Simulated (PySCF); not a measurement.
**N³⁺ (nitrogen, charge +3) across methods**

[He] 2s2, closed-shell 1S. Calculation: PySCF 2.14, in def2-TZVPPD; the non-relativistic Hamiltonian (point nucleus).

| method | E (hartree) | mean ε 1s (eV) | mean ε 2s (eV) | Σ⟨r²⟩ (bohr²) | ⟨S²⟩ |
| --- | --- | --- | --- | --- | --- |
| PW91 | -51.1592 | -450.98 | -68.153 | 3.019 | 0.000 |
| LDA | -50.7187 | -447.25 | -67.745 | 3.038 | 0.000 |
| wB97M-V | -51.2232 | -464.53 | -72.649 | 3.024 | 0.000 |
| r2SCAN | -51.1576 | -455.21 | -68.464 | 3.028 | 0.000 |
| B3LYP | -51.1882 | -459.86 | -69.814 | 3.026 | 0.000 |
| UHF | -51.08046 | -493.17 | -75.277 | 3.042 | 0.000 |
| PBEsol | -50.9312 | -448.74 | -67.798 | 3.028 | 0.000 |
| PBE0 | -51.1404 | -461.36 | -70.131 | 3.019 | 0.000 |
| PBE | -51.1278 | -450.53 | -68.068 | 3.019 | 0.000 |
